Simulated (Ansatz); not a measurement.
```yaml
crystal:
  periodic: [false, false, false]
  atoms:
    - {symbol: B, position_ang: [-0.192116, -0.591664, 1.578459]}
    - {symbol: B, position_ang: [0.229012, -0.611925, -0.060315]}
    - {symbol: O, position_ang: [1.119317, -1.472437, -0.658982]}
    - {symbol: N, position_ang: [-0.431676, 0.314700, -0.882563]}
    - {symbol: C, position_ang: [-0.465757, 1.488737, -1.300339]}
    - {symbol: H, position_ang: [-1.231837, -1.017151, 1.993720]}
    - {symbol: H, position_ang: [0.546259, -0.110376, 2.394301]}
    - {symbol: H, position_ang: [1.487696, -2.117196, -0.054134]}
    - {symbol: H, position_ang: [0.300568, 2.236629, -1.056201]}
    - {symbol: H, position_ang: [-1.278366, 1.829485, -1.951045]}
basis:
  gaussian: {orbitals: cc-pVDZ, point_charges: [{charge: -1.00, position_ang: [4.997, -0.278, -0.867]}]}
total_charge: 1
magnetization: {spin_polarized: true, initial_magnetization: 1}
hamiltonian: {xc: {name: CCSD(T)}}
```

```sh
$ ansatz run in.yaml --threads 2 --pin off --events-out ev --progress --plain --max-ram 4352MiB
```

Q: How does Ansatz answer? (Estimate.)

A: Ansatz gave: The program refused the input.
```
Error: YAML parse error: error: line 18 column 19: hamiltonian.xc: no functional is named "CCSD(T)"; the names, which are not case-sensitive, are SVWN5, SPW92, PBE, PBE0, PBEsol, revPBE, revPBE0, RPBE, rPW86-PBE, HSE06, wPBEh, LC-wPBE, HISS, HF, BLYP, B3LYP, B3LYP5, BHLYP, CAM-B3LYP, r2SCAN, r2SCANh, r2SCAN0, r2SCAN50, m-r2SCAN, B97, wB97, wB97X, wB97X-V, B97M-V, wB97M-V, B2PLYP, B2GP-PLYP, PBE0-DH, PBE-QIDH
16 | total_charge: 1
17 | magnetization: {spin_polarized: true, initial_magnetization: 1}
18 | hamiltonian: {xc: {name: CCSD(T)}}
```

HSE06 is defined as in plane-wave codes.
